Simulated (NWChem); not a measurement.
System: C$_{2}$H$_{6}$Bi cation; SMILES [CH3][Bi+][CH3]

NWChem printed, in part:

```
             Northwest Computational Chemistry Package (NWChem) 7.3.0
             --------------------------------------------------------

 C2  symmetry detected

                             Geometry "geometry" -> ""
                             -------------------------

 Output coordinates in angstroms (scale by  1.889725989 to convert to a.u.)

  No.       Tag          Charge          X              Y              Z
 ---- ---------------- ---------- -------------- -------------- --------------
    1 Bi                  83.0000     0.00000000     0.00000000     0.28619494
    2 C                    6.0000     1.58587280     0.00785064    -1.23396852
    3 H                    1.0000     1.85425455    -1.03556269    -1.40289180
    4 H                    1.0000     2.48116034     0.50967826    -0.89156783
    5 H                    1.0000     1.24547361     0.40736463    -2.17881918
    6 C                    6.0000    -1.58587280    -0.00785064    -1.23396852
    7 H                    1.0000    -1.24547361    -0.40736463    -2.17881918
    8 H                    1.0000    -1.85425455     1.03556269    -1.40289180
    9 H                    1.0000    -2.48116034    -0.50967826    -0.89156783

 Effective nuclear repulsion energy (a.u.)     367.2593536187

      Symmetry information
      --------------------

 Group name             C2
 Group number              4
 Group order               2
 No. of unique centers     5

                                Z-matrix (autoz)
                                --------

 Units are Angstrom for bonds and degrees for angles

      Type          Name      I     J     K     L     M      Value
      ----------- --------  ----- ----- ----- ----- ----- ----------
    1 Stretch                  1     2                       2.19680
    2 Stretch                  1     6                       2.19680
    3 Stretch                  2     3                       1.09054
    4 Stretch                  2     4                       1.08195
    5 Stretch                  2     5                       1.08084
    6 Stretch                  6     7                       1.08084
    7 Stretch                  6     8                       1.09054
    8 Stretch                  6     9                       1.08195
    9 Bend                     1     2     3               106.34549
   10 Bend                     1     2     4               112.33506
   11 Bend                     1     2     5               112.26483
   12 Bend                     1     6     7               112.26483
   13 Bend                     1     6     8               106.34549
   14 Bend                     1     6     9               112.33506
   15 Bend                     2     1     6                92.42457
   16 Bend                     3     2     4               106.80731
   17 Bend                     3     2     5               107.20284
   18 Bend                     4     2     5               111.45750
   19 Bend                     7     6     8               107.20284
   20 Bend                     7     6     9               111.45750
   21 Bend                     8     6     9               106.80731
   22 Torsion                  2     1     6     7          23.64633
   23 Torsion                  2     1     6     8         -93.29752
   24 Torsion                  2     1     6     9         150.19804
   25 Torsion                  3     2     1     6         -93.29752
   26 Torsion                  4     2     1     6         150.19804
   27 Torsion                  5     2     1     6          23.64633

[...]

      ----------------------
      Optimization converged
      ----------------------

  Step       Energy      Delta E   Gmax     Grms     Xrms     Xmax
  ---- ---------------- -------- -------- -------- -------- --------
@    8    -294.01296756 -5.9D-07  0.00006  0.00003  0.00071  0.00161
                                     ok       ok       ok       ok

                                Z-matrix (autoz)
                                --------

 Units are Angstrom for bonds and degrees for angles

      Type          Name      I     J     K     L     M      Value     Gradient
      ----------- --------  ----- ----- ----- ----- ----- ---------- ----------
    1 Stretch                  1     2                       2.24636    0.00006
    2 Stretch                  1     6                       2.24636    0.00006
    3 Stretch                  2     3                       1.11513    0.00005
    4 Stretch                  2     4                       1.10584    0.00003
    5 Stretch                  2     5                       1.10830    0.00005
    6 Stretch                  6     7                       1.10830    0.00005
    7 Stretch                  6     8                       1.11513    0.00005
    8 Stretch                  6     9                       1.10584    0.00003
    9 Bend                     1     2     3               105.79509    0.00000
   10 Bend                     1     2     4               110.88537    0.00002
   11 Bend                     1     2     5               110.28295    0.00003
   12 Bend                     1     6     7               110.28295    0.00003
   13 Bend                     1     6     8               105.79509    0.00000
   14 Bend                     1     6     9               110.88537    0.00002
   15 Bend                     2     1     6                93.87015   -0.00005
   16 Bend                     3     2     4               109.26952    0.00000
   17 Bend                     3     2     5               108.06080   -0.00004
   18 Bend                     4     2     5               112.29340   -0.00001
   19 Bend                     7     6     8               108.06080   -0.00004
   20 Bend                     7     6     9               112.29340   -0.00001
   21 Bend                     8     6     9               109.26952    0.00000
   22 Torsion                  2     1     6     7          36.30645   -0.00002
   23 Torsion                  2     1     6     8         -80.31124    0.00001
   24 Torsion                  2     1     6     9         161.32816   -0.00000
   25 Torsion                  3     2     1     6         -80.31124    0.00001
   26 Torsion                  4     2     1     6         161.32816   -0.00000
   27 Torsion                  5     2     1     6          36.30645   -0.00002

                         Geometry "geometry" -> "geometry"
                         ---------------------------------

[...]

 Rotational Constants
 --------------------
 A=   0.236238 cm-1  (  0.339886 K)
 B=   0.184739 cm-1  (  0.265792 K)
 C=   0.107969 cm-1  (  0.155340 K)

 Temperature                      =   298.15K
 frequency scaling parameter      =   1.0000

 Zero-Point correction to Energy  =   42.646 kcal/mol  (  0.067960 au)
 Thermal correction to Energy     =   46.520 kcal/mol  (  0.074134 au)
 Thermal correction to Enthalpy   =   47.112 kcal/mol  (  0.075078 au)

 Total Entropy                    =   80.890 cal/mol-K
   - Translational                =   42.297 cal/mol-K (mol. weight = 239.0273)
   - Rotational                   =   23.953 cal/mol-K (symmetry #  =        2)
   - Vibrational                  =   14.641 cal/mol-K

 Cv (constant volume heat capacity) =   18.992 cal/mol-K
   - Translational                  =    2.979 cal/mol-K
   - Rotational                     =    2.979 cal/mol-K
   - Vibrational                    =   13.033 cal/mol-K

[normal modes left out]

 ----------------------------------------------------------------------------
 Normal Eigenvalue ||           Projected Infra Red Intensities
  Mode   [cm**-1]  || [atomic units] [(debye/angs)**2] [(KM/mol)] [arbitrary]
 ------ ---------- || -------------- ----------------- ---------- -----------
    1       -0.000 ||    0.001279           0.030         1.247       1.583
    2       -0.000 ||    0.003129           0.072         3.051       3.872
    3       -0.000 ||    0.004058           0.094         3.955       5.020
    4       -0.000 ||    0.002346           0.054         2.287       2.903
    5        0.000 ||    0.001921           0.044         1.872       2.376
    6        0.000 ||    0.001758           0.041         1.714       2.176
    7       48.762 ||    0.000684           0.016         0.667       0.847
    8       70.491 ||    0.000597           0.014         0.582       0.739
    9      159.889 ||    0.000031           0.001         0.030       0.038
   10      470.661 ||    0.014035           0.324        13.682      17.365
   11      477.706 ||    0.006062           0.140         5.909       7.500
   12      574.069 ||    0.002299           0.053         2.241       2.845
   13      611.203 ||    0.000023           0.001         0.022       0.028
   14      704.437 ||    0.005251           0.121         5.119       6.497
   15      792.436 ||    0.015734           0.363        15.338      19.467
   16     1141.313 ||    0.004403           0.102         4.292       5.448
   17     1153.309 ||    0.004871           0.112         4.749       6.027
   18     1326.848 ||    0.008247           0.190         8.040      10.204
   19     1327.331 ||    0.010422           0.240        10.160      12.895
   20     1349.150 ||    0.046302           1.068        45.137      57.289
   21     1350.014 ||    0.008505           0.196         8.291      10.523
   22     2950.433 ||    0.036355           0.839        35.441      44.982
   23     2954.761 ||    0.016972           0.392        16.545      20.999
   24     3061.725 ||    0.000014           0.000         0.014       0.017
   25     3062.943 ||    0.006480           0.149         6.317       8.017
   26     3128.638 ||    0.012829           0.296        12.507      15.874
   27     3129.139 ||    0.003611           0.083         3.520       4.468
 ----------------------------------------------------------------------------
```

Level: PBE-D3(BJ)/def2-SVP with def2 effective core potentials on Bi. def2 effective core potentials on Bi; no spin-orbit coupling.

Problem. Which NWChem input produces such a log?

Solution. This is not unique; one that fits is the input that was run:
```
start job
memory heap 200 mb stack 700 mb global 900 mb
charge 1
geometry units angstroms
  Bi     0.109107     0.074430     0.147136
  C      0.474446    -0.272109    -1.991173
  H      0.941469    -1.254629    -2.067454
  H      1.173475     0.439887    -2.409537
  H     -0.442269    -0.308679    -2.562594
  C     -1.933882    -0.723524     0.022877
  H     -2.059896    -1.398308    -0.811996
  H     -2.587328     0.131818    -0.152263
  H     -2.255041    -1.177736     0.950863
end
basis spherical
  * library def2-svp
end
ecp
  Bi library def2-ecp
end
dft
  xc xpbe96 cpbe96
  disp vdw 4
  iterations 150
end
driver
  maxiter 120
end
task dft optimize
dft
  grid fine
  convergence energy 1d-8 density 1d-7
end
task dft freq numerical
```
